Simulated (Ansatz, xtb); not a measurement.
## Relative energy of two isomers of C5H6O2

Structure I is `O=C[C@@H]1C[C@H]1C=O`, a singlet and structure II is `O=C[C@@H]1C[C@@H]1C=O`, a singlet. Both are isolated molecules in the gas phase, relaxed with PBE0-D3(BJ)/def2-SVP; the shapes shown needn't be the lowest conformers.

I (Å):

```xyz
13

C    -1.0800   -0.5697   -2.0264
C    -1.4711    0.1542   -0.7902
C    -0.5231    0.1205    0.3659
C    -1.7656   -0.7089    0.4343
C    -2.8613   -0.2409    1.3207
O    -0.4430   -1.5922   -2.0285
O    -3.1138    0.9211    1.5140
H    -1.4146   -0.0966   -2.9832
H    -2.0962    1.0447   -0.8995
H    -0.4956    1.0087    1.0017
H     0.4155   -0.4168    0.2098
H    -1.6569   -1.7869    0.2871
H    -3.4537   -1.0501    1.8160
```

II (Å):

```xyz
13

C    -3.0912    0.3522   -2.2760
C    -1.8071   -0.2327   -1.8066
C    -1.6341   -1.7169   -1.7731
C    -1.7056   -0.9849   -0.4712
C    -2.9041   -1.1704    0.3893
O    -3.1479    1.4011   -2.8638
O    -3.9789   -1.5445   -0.0063
H    -4.0030   -0.2551   -2.0632
H    -0.9407    0.3862   -2.0565
H    -0.6729   -2.1313   -2.0836
H    -2.5155   -2.3202   -2.0136
H    -0.7752   -0.8033    0.0735
H    -2.7408   -0.9436    1.4726
```

Quicker runs give these differences E(II) − E(I): GFN2-xTB +0.9 kcal/mol; HF/STO-3G +0.6 kcal/mol (at GFN2-xTB geometries); r2SCAN-D4/def2-SVP +3.1 kcal/mol (at GFN2-xTB geometries).

Problem. Estimate E(II) − E(I) at the level CCSD(T)/def2-SVP + ΔMP2/def2-TZVPP.

Solution. Calculated at CCSD(T)/def2-SVP + ΔMP2/def2-TZVPP: E(II) − E(I) = +2.6 kcal/mol, so structure I lies lower.

Level by level:

```
                             level              geometry  E(II) − E(I) (kcal/mol)  departure from the last row (kcal/mol)  job, with rough time for the two
                          GFN2-xTB              GFN2-xTB                      +0.9                                    −1.7              optimisation, 0.29 s
                         HF/STO-3G              GFN2-xTB                      +0.6                                    −2.0              single point, 0.51 s
                r2SCAN-D4/def2-SVP              GFN2-xTB                      +3.1                                    +0.5               single point, 6.9 s
              PBE0-D3(BJ)/def2-SVP  PBE0-D3(BJ)/def2-SVP                      +2.7                                    +0.1                optimisation, 49 s
                       HF/def2-SVP  PBE0-D3(BJ)/def2-SVP                      +2.7                                     0.0           part of the CCSD(T) run
                      MP2/def2-SVP  PBE0-D3(BJ)/def2-SVP                      +3.4                                    +0.8           part of the CCSD(T) run
                  CCSD(T)/def2-SVP  PBE0-D3(BJ)/def2-SVP                      +3.0                                    +0.4                      single point
CCSD(T)/def2-SVP + ΔMP2/def2-TZVPP  PBE0-D3(BJ)/def2-SVP                      +2.6                                                     single point, 1.9 min
```

As drawn, both hold the same kinds of bond in the same numbers.

The levels shown agree on the order. The largest departure from CCSD(T)/def2-SVP + ΔMP2/def2-TZVPP is that of HF/STO-3G, 2.0 kcal/mol. The last row adds to CCSD(T) the change of the MP2 difference between the two basis sets, here −0.4 kcal/mol.

With thermal terms from frequencies at re-optimised GFN2-xTB minima (ideal gas, soft modes damped towards free rotors, one conformer each, 298.15 K, 1 atm): the zero-point term adds +0.2 kcal/mol; ΔH is +2.7 and ΔG +2.5 kcal/mol.

The correlated steps freeze 7 core orbitals. Run with Ansatz 0.2.0, xtb 6.7.1; the last row on 2 threads of Arm Neoverse V1 on a shared host.
